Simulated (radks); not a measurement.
Polarisabilities and homonuclear dispersion coefficients (atomic units). Calculated with a radial shooting solver on a logarithmic mesh with Libxc functionals: scalar-relativistic Kohn-Sham, LDA (Slater exchange, Perdew-Wang correlation), spin-polarised, spherical densities, finite nucleus; open shells are filled with parallel spins first; Fermi nuclear charge, rms radius of each element as measured or else 0.836 A^(1/3) + 0.57 fm. Response by self-consistent Sternheimer equations with the Hartree and adiabatic LDA kernel, the relativistic mass of each level held fixed and spin-orbit coupling left out. "Uncoupled" leaves out the induced potential. Quadrupole and octupole values are given only where no p, d or f shell is open.

[
 {"species": "Mg+", "configuration": "[Ne] 3s1", "alpha1 (bohr^3)": "30.35", "alpha1, uncoupled": "35.29", "alpha2 (bohr^5)": "163.2", "alpha3 (bohr^7)": "1694", "C6": "124.8", "C8": "4313"},
 {"species": "Al2+", "configuration": "[Ne] 3s1", "alpha1 (bohr^3)": "12.49", "alpha1, uncoupled": "14.72", "alpha2 (bohr^5)": "37.10", "alpha3 (bohr^7)": "213.3", "C6": "32.20", "C8": "632.6"},
 {"species": "Si3+", "configuration": "[Ne] 3s1", "alpha1 (bohr^3)": "6.556", "alpha1, uncoupled": "7.769", "alpha2 (bohr^5)": "12.57", "alpha3 (bohr^7)": "46.68", "C6": "11.89", "C8": "154.0"},
 {"species": "P4+", "configuration": "[Ne] 3s1", "alpha1 (bohr^3)": "3.923", "alpha1, uncoupled": "4.659", "alpha2 (bohr^5)": "5.288", "alpha3 (bohr^7)": "13.79", "C6": "5.335", "C8": "49.38"},
 {"species": "S5+", "configuration": "[Ne] 3s1", "alpha1 (bohr^3)": "2.552", "alpha1, uncoupled": "3.031", "alpha2 (bohr^5)": "2.553", "alpha3 (bohr^7)": "4.932", "C6": "2.711", "C8": "18.89"},
 {"species": "Cl6+", "configuration": "[Ne] 3s1", "alpha1 (bohr^3)": "1.759", "alpha1, uncoupled": "2.088", "alpha2 (bohr^5)": "1.358", "alpha3 (bohr^7)": "2.019", "C6": "1.504", "C8": "8.177"},
 {"species": "Ar7+", "configuration": "[Ne] 3s1", "alpha1 (bohr^3)": "1.266", "alpha1, uncoupled": "1.501", "alpha2 (bohr^5)": "0.7764", "alpha3 (bohr^7)": "0.9137", "C6": "0.8913", "C8": "3.886"},
 {"species": "K8+", "configuration": "[Ne] 3s1", "alpha1 (bohr^3)": "0.9421", "alpha1, uncoupled": "1.115", "alpha2 (bohr^5)": "0.4696", "alpha3 (bohr^7)": "0.4474", "C6": "0.5559", "C8": "1.986"}
]
